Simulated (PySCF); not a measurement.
A GIAO shielding run with PySCF (density fitting, non-relativistic, gas phase) on SMILES CO[Si@@](CC)(Cl)[SiH2]C, C4H13ClOSi2:

```
$ OMP_NUM_THREADS=1 python probes_run.py task.json out

{"job": {"kind": "nmr", "xc": "PBE0", "basis": "pcSseg-1"}, "charge": 0, "multiplicity": 1}
C     -1.442172    -1.976630     0.738646
C     -1.754205    -0.565555     0.249738
Si    -0.292945     0.247409    -0.690326
Cl    -0.113962    -0.693589    -2.471632
O     -0.726832     1.729745    -1.224538
C     -0.951287     2.890133    -0.484221
Si     1.656674     0.305820     0.562677
C      2.730683    -1.225640     0.242419
H     -0.606423    -1.964792     1.435648
H     -1.178163    -2.617416    -0.099169
H     -2.302569    -2.411067     1.244086
H     -2.634271    -0.602496    -0.397973
H     -2.030228     0.050917     1.108901
H     -1.175316     3.694822    -1.184431
H     -1.795704     2.758986     0.195825
H     -0.066137     3.152187     0.100631
H      1.346600     0.369882     2.004739
H      2.471871     1.507239     0.305079
H      2.191827    -2.141017     0.471103
H      3.031353    -1.279105    -0.800308
H      3.632286    -1.212891     0.847337
```

Hardware: 1 thread of an Arm Neoverse N1, shared host. The job also computes population analyses, field gradients.

Question: How large is the calculation?

Answer: 90 electrons, 222 basis functions and 1222 auxiliary functions.

Question: How long does it take, and how much memory does it need?

Answer: 97 s of wall time, with 13 SCF cycles and 4 response iterations; peak memory 1 GiB. Times on a shared host scatter by some tens of per cent.
